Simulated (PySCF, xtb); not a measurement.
PbF2, SMILES [F][Pb][F] (connectivity only; charge and spin as stated), neutral, multiplicity 1.

Harmonic wavenumbers (cm⁻¹) from GFN2-xTB (xtb 6.7.1) at its own minimum, in rising order: 106, 360, 378.

Question: What does PBE-D3(BJ)/def2-TZVP in PySCF 2.14.0 give at its own minimum? (The exact figures need the calculation; the answer reports its results.)

Answer: 150, 501, 518. Paired by order, the mean absolute difference is 108 cm⁻¹ and the zero-point energies are 1.2 and 1.7 kcal/mol.
